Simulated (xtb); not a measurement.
CH5GaN (SMILES [CH3][Ga+][NH2]), charge +1, singlet, at a GFN2-xTB geometry (such geometries of metal compounds can be far from the true shape); GFN2-xTB run with xtb.

Here is a job for xtb.
```
$ xtb mol.xyz --gfn 2 --chrg 1 --opt --json

# file mol.xyz
8

Ga    -0.02078167    -0.04139309     0.01871991
C     -0.32965711     1.59034736    -1.18372534
H     -1.18371196     2.14260301    -0.78054048
H     -0.53325475     1.22375778    -2.19427313
H      0.58532729     2.19041600    -1.15293618
N      0.45638313    -1.42157676     1.12474740
H      0.54897475    -2.36245116     0.73536416
H      0.01015732    -1.50218645     2.04118885
```

What the program printed (banner, timings and long lists left out):

```
   ID    Z sym.   atoms
    1   31 Ga     1
    2    6 C      2
    3    1 H      3-5, 7, 8
    4    7 N      6

           -------------------------------------------------
          |                Calculation Setup                |
           -------------------------------------------------

           -------------------------------------------------
          |                 G F N 2 - x T B                 |
           -------------------------------------------------

          ...................................................
          :                      SETUP                      :
          :.................................................:
          :  # basis functions                  23          :
          :  # atomic orbitals                  22          :
          :  # shells                           12          :
          :  # electrons                        16          :
          :  max. iterations                   250          :
          :  Hamiltonian                  GFN2-xTB          :
          :  restarted?                      false          :
          :  GBSA solvation                  false          :
          :  PC potential                    false          :
          :  electronic temp.          300.0000000     K    :
          :  accuracy                    1.0000000          :
          :  -> integral cutoff          0.2500000E+02      :
          :  -> integral neglect         0.1000000E-07      :
          :  -> SCF convergence          0.1000000E-05 Eh   :
          :  -> wf. convergence          0.1000000E-03 e    :
          :  Broyden damping             0.4000000          :
          :  net charge                          1          :
          :  unpaired electrons                  0          :
          ...................................................

 iter      E             dE          RMSdq      gap      omega  full diag
   1     -8.4019635 -0.840196E+01  0.194E+01    1.97       0.0  T
   2     -8.4052727 -0.330929E-02  0.115E+01    3.34       1.0  T
   3     -7.9870005  0.418272E+00  0.822E+00    1.37       1.0  T
   4     -8.4396900 -0.452690E+00  0.429E+00    2.96       1.0  T
   5     -8.4435532 -0.386328E-02  0.239E+00    2.78       1.0  T
   6     -8.4447042 -0.115096E-02  0.822E-01    2.65       1.0  T
   7     -8.4451794 -0.475221E-03  0.159E-01    2.58       1.0  T
   8     -8.4452105 -0.311040E-04  0.121E-01    2.59       1.0  T
   9     -8.4452129 -0.239481E-05  0.145E-02    2.58       2.4  T
  10     -8.4452131 -0.177581E-06  0.410E-03    2.58       8.6  T
  11     -8.4452131 -0.135805E-07  0.711E-04    2.58      49.7  T
  12     -8.4452131 -0.713696E-09  0.216E-04    2.58     163.7  T

   *** convergence criteria satisfied after 12 iterations ***

         :::::::::::::::::::::::::::::::::::::::::::::::::::::
         ::                     SUMMARY                     ::
         :::::::::::::::::::::::::::::::::::::::::::::::::::::
         :: total energy              -8.351354055846 Eh    ::
         :: gradient norm              0.000052020050 Eh/a0 ::
         :: HOMO-LUMO gap              2.577905733274 eV    ::
         ::.................................................::
         :: SCC energy                -8.445212405052 Eh    ::
         :: -> isotropic ES            0.113830323118 Eh    ::
         :: -> anisotropic ES         -0.019646435340 Eh    ::
         :: -> anisotropic XC          0.004492840708 Eh    ::
         :: -> dispersion             -0.002148148117 Eh    ::
         :: repulsion energy           0.093858349206 Eh    ::
         :: add. restraining           0.000000000000 Eh    ::
         :: total charge               1.000000000000 e     ::
         :::::::::::::::::::::::::::::::::::::::::::::::::::::

      -----------------------------------------------------------
     |                   =====================                   |
     |                        A N C O P T                        |
     |                   =====================                   |
     |               Approximate Normal Coordinate               |
     |                Rational Function Optimizer                |
      -----------------------------------------------------------
      -----------------------------------------------------------
     |                   =====================                   |
     |                        A N C O P T                        |
     |                   =====================                   |
     |               Approximate Normal Coordinate               |
     |                Rational Function Optimizer                |
      -----------------------------------------------------------

          ...................................................
          :                      SETUP                      :
          :.................................................:
          :   optimization level            normal          :
          :   max. optcycles                   200          :
          :   ANC micro-cycles                  20          :
          :   degrees of freedom                18          :
          :.................................................:
          :   RF solver                   davidson          :
          :   write xtbopt.log                true          :
          :   linear?                        false          :
          :   energy convergence         0.5000000E-05 Eh   :
          :   grad. convergence          0.1000000E-02 Eh/α :
          :   maxmium RF displ.          1.0000000          :
          :   Hlow (freq-cutoff)         0.1000000E-01      :
          :   Hmax (freq-cutoff)         5.0000000          :
          :   S6 in model hess.         20.0000000          :
          ...................................................

generating ANC from exact Hessian ...
Using Lindh-Hessian (1995)
 Shifting diagonal of input Hessian by    9.6761082819899029E-003
[...]
 * total energy  :    -8.3513541 Eh     change       -0.1626788E-10 Eh
   *** GEOMETRY OPTIMIZATION CONVERGED AFTER 1 ITERATIONS ***
[...]
          ...................................................

 iter      E             dE          RMSdq      gap      omega  full diag
   1     -8.4452131 -0.844521E+01  0.575E-06    2.58       0.0  T
   2     -8.4452131  0.532907E-13  0.559E-06    2.58    6322.6  T
   3     -8.4452131 -0.124345E-12  0.263E-06    2.58   13453.4  T

   *** convergence criteria satisfied after 3 iterations ***

         :::::::::::::::::::::::::::::::::::::::::::::::::::::
         ::                     SUMMARY                     ::
         :::::::::::::::::::::::::::::::::::::::::::::::::::::
         :: total energy              -8.351354055867 Eh    ::
         :: gradient norm              0.000052120494 Eh/a0 ::
         :: HOMO-LUMO gap              2.577915005379 eV    ::
         ::.................................................::
         :: SCC energy                -8.445212405073 Eh    ::
         :: -> isotropic ES            0.113830225343 Eh    ::
         :: -> anisotropic ES         -0.019646508740 Eh    ::
         :: -> anisotropic XC          0.004492830801 Eh    ::
         :: -> dispersion             -0.002148147690 Eh    ::
         :: repulsion energy           0.093858349206 Eh    ::
         :: add. restraining           0.000000000000 Eh    ::
         :: total charge               1.000000000000 e     ::
         :::::::::::::::::::::::::::::::::::::::::::::::::::::

           -------------------------------------------------
          |                Property Printout                |
           -------------------------------------------------

    * Orbital Energies and Occupations

         #    Occupation            Energy/Eh            Energy/eV
      -------------------------------------------------------------
         1        2.0000           -0.8099073             -22.0387
         2        2.0000           -0.7846661             -21.3519
         3        2.0000           -0.7432582             -20.2251
         4        2.0000           -0.6976166             -18.9831
         5        2.0000           -0.6849956             -18.6397
         6        2.0000           -0.6846694             -18.6308
         7        2.0000           -0.6413313             -17.4515
         8        2.0000           -0.5972120             -16.2510 (HOMO)
         9                         -0.5024753             -13.6730 (LUMO)
        10                         -0.3452892              -9.3958
        11                         -0.3360845              -9.1453
        12                         -0.2387602              -6.4970
        13                         -0.2380400              -6.4774
        14                         -0.1234801              -3.3601
        15                         -0.1158313              -3.1519
        16                         -0.0767001              -2.0871
        17                         -0.0491204              -1.3366
        18                          0.0411531               1.1198
        19                          0.0742454               2.0203
       ...                                ...                  ...
        22                          0.9086181              24.7248
      -------------------------------------------------------------
                  HL-Gap            0.0947366 Eh            2.5779 eV
             Fermi-level           -0.5498436 Eh          -14.9620 eV

     #   Z          covCN         q      C6AA      α(0)
     1  31 Ga       1.659     0.397   211.505    32.797
     2   6 C        3.622    -0.139    23.676     7.014
     3   1 H        0.924     0.176     1.228     1.733
     4   1 H        0.924     0.176     1.229     1.734
     5   1 H        0.924     0.175     1.234     1.737
     6   7 N        2.526    -0.305    27.902     7.845
     7   1 H        0.860     0.260     0.846     1.441
     8   1 H        0.860     0.260     0.846     1.441

 Mol. C6AA /au·bohr⁶  :        862.596510
 Mol. C8AA /au·bohr⁸  :      48386.004344
 Mol. α(0) /au        :         55.741422

Wiberg/Mayer (AO) data.
largest (>0.10) Wiberg bond orders for each atom

 ---------------------------------------------------------------------------
     #   Z sym  total        # sym  WBO       # sym  WBO       # sym  WBO
 ---------------------------------------------------------------------------
     1  31 Ga   2.569 --     6 N    1.291     2 C    0.952
     2   6 C    3.952 --     1 Ga   0.952     3 H    0.898     4 H    0.898
                             5 H    0.896     6 N    0.297
     3   1 H    0.969 --     2 C    0.898
     4   1 H    0.969 --     2 C    0.898
     5   1 H    0.969 --     2 C    0.896
     6   7 N    3.323 --     1 Ga   1.291     7 H    0.865     8 H    0.865
                             2 C    0.297
     7   1 H    0.932 --     6 N    0.865
     8   1 H    0.932 --     6 N    0.865
 ---------------------------------------------------------------------------

Topologies differ in total number of bonds
Writing topology from bond orders to xtbtopo.mol

molecular dipole:
                 x           y           z       tot (Debye)
 q only:       -0.296       0.320      -0.332
   full:       -0.502       0.298      -0.403       1.803
molecular quadrupole (traceless):
                xx          xy          yy          xz          yz          zz
 q only:       -7.320      -2.179       6.745       0.802      -9.154       0.575
  q+dip:       -8.398      -1.825       7.761       0.127      -9.683       0.637
   full:       -6.129      -0.606       5.451      -1.117      -5.460       0.678

optimized geometry written to: xtbopt.xyz

           -------------------------------------------------
          | TOTAL ENERGY               -8.351354055867 Eh   |
          | GRADIENT NORM               0.000052120494 Eh/α |
          | HOMO-LUMO GAP               2.577915005379 eV   |
           -------------------------------------------------

normal termination of xtb
```
